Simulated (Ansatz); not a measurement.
C₁₂H₁₀, SMILES C1C=CC(C=CC=1)=C1C=CC=C1. Atoms are numbered in the order given.

```xyz
22

C      0.0000     0.6800     3.2625
C      0.0000    -0.6800     3.2625
C      0.0000    -1.5522     2.1240
C      0.0000    -1.2649     0.7929
C      0.0000     0.0000     0.0868
C      0.0000     0.0000    -1.3048
C      0.0000    -1.1647    -2.1804
C      0.0000    -0.7263    -3.4730
C      0.0000     0.7263    -3.4730
C      0.0000     1.1647    -2.1804
C      0.0000     1.2649     0.7929
C      0.0000     1.5522     2.1240
H      0.0000     1.1765     4.2371
H      0.0000    -1.1765     4.2371
H      0.0000    -2.6190     2.3682
H      0.0000    -2.1384     0.1389
H      0.0000    -2.2075    -1.8679
H      0.0000    -1.3558    -4.3636
H      0.0000     1.3558    -4.3636
H      0.0000     2.2075    -1.8679
H      0.0000     2.1384     0.1389
H      0.0000     2.6190     2.3682
```

Coordinates come from a PBE0-D3(BJ)/def2-SVP optimisation.

Two levels are set side by side: PBE-D3(BJ)/def2-SVP (Ansatz, a program for electronic structure) and PBE0-D3(BJ)/def2-SVP (Ansatz). Each level has its own optimised geometry; the coordinates shown are those of the second. Differences are taken from unrounded values.

```json
[
 {"quantity": "mean bond length (Å)", "PBE0-D3(BJ)": "1.272"},
 {"quantity": "bond C1–C2 (Å)", "PBE0-D3(BJ)": "1.360"},
 {"quantity": "bond C1–C12 (Å)", "PBE0-D3(BJ)": "1.434"},
 {"quantity": "bond C2–C3 (Å)", "PBE0-D3(BJ)": "1.434"},
 {"quantity": "bond C3–C4 (Å)", "PBE0-D3(BJ)": "1.362"},
 {"quantity": "bond C4–C5 (Å)", "PBE0-D3(BJ)": "1.449"},
 {"quantity": "bond C5–C6 (Å)", "PBE0-D3(BJ)": "1.392"},
 {"quantity": "bond C5–C11 (Å)", "PBE0-D3(BJ)": "1.449"},
 {"quantity": "bond C6–C7 (Å)", "PBE0-D3(BJ)": "1.457"},
 {"quantity": "bond C6–C10 (Å)", "PBE0-D3(BJ)": "1.457"},
 {"quantity": "bond C7–C8 (Å)", "PBE0-D3(BJ)": "1.365"},
 {"quantity": "bond C8–C9 (Å)", "PBE0-D3(BJ)": "1.453"},
 {"quantity": "bond C9–C10 (Å)", "PBE0-D3(BJ)": "1.365"},
 {"quantity": "bond C11–C12 (Å)", "PBE0-D3(BJ)": "1.362"},
 {"quantity": "bond C1–H13 (Å)", "PBE0-D3(BJ)": "1.094"},
 {"quantity": "bond C2–H14 (Å)", "PBE0-D3(BJ)": "1.094"},
 {"quantity": "bond C3–H15 (Å)", "PBE0-D3(BJ)": "1.094"}
]
```

What does PBE-D3(BJ) give, and how far is it from PBE0-D3(BJ)? (The exact figures need the calculation; the answer reports its results.)


```csv
quantity,PBE-D3(BJ),PBE-D3(BJ) minus PBE0-D3(BJ)
mean bond length (Å),1.281,0.009
bond C1–C2 (Å),1.374,0.015
bond C1–C12 (Å),1.438,0.004
bond C2–C3 (Å),1.438,0.004
bond C3–C4 (Å),1.376,0.014
bond C4–C5 (Å),1.453,0.004
bond C5–C6 (Å),1.408,0.016
bond C5–C11 (Å),1.453,0.004
bond C6–C7 (Å),1.462,0.005
bond C6–C10 (Å),1.462,0.005
bond C7–C8 (Å),1.379,0.014
bond C8–C9 (Å),1.458,0.006
bond C9–C10 (Å),1.379,0.014
bond C11–C12 (Å),1.376,0.014
bond C1–H13 (Å),1.102,0.008
bond C2–H14 (Å),1.102,0.008
bond C3–H15 (Å),1.103,0.008
```

GGA bonds tend to be longer and softer than those of functionals with exact exchange. Differences between two approximate levels are no errors against the true value.
